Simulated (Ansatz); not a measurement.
Gas-phase electronic energies from Ansatz, PBE0-D4/def2-TZVP geometries. CBS: MP2 limit from def2 TZ/QZ plus the TZ coupled-cluster correction, frozen cores. This one scheme is used for every species. Functionals use def2-TZVPP. For Ge outer-core shells are correlated without core-valence functions, which leaves a few kJ/mol of doubt a bond. Scalar relativity is left out up to krypton. One conformer a species, not always the lowest.

`[OH][GeH2][C]#C[SiH](O)F` + H₂ → `C#[C][GeH2][OH]` + `O[SiH2]F`  (hydrogenolysis of a C–Si bond)

```json
{"level": "PBE", "ΔE (kJ/mol)": "27.5"}
{"level": "CCSD/CBS(def2)", "ΔE (kJ/mol)": "23.6"}
```

(1) What does CCSD(T)/CBS give? (Estimate.)

Largest T1 diagnostic among the species: 0.012.

Results:

(1) Ansatz gave: +28.9 kJ/mol. The listed levels differ from it by -1.4, -5.3 kJ/mol.

In def2-TZVPP, CCSD(T) changes the Hartree–Fock value by +19.2 kJ/mol (the triples alone add +5.3 kJ/mol) and MP2 by +25.5 kJ/mol. From PBE to PBE0 (25 % exact exchange), in def2-TZVPP and without D4, ΔE moves by −3.3 kJ/mol.
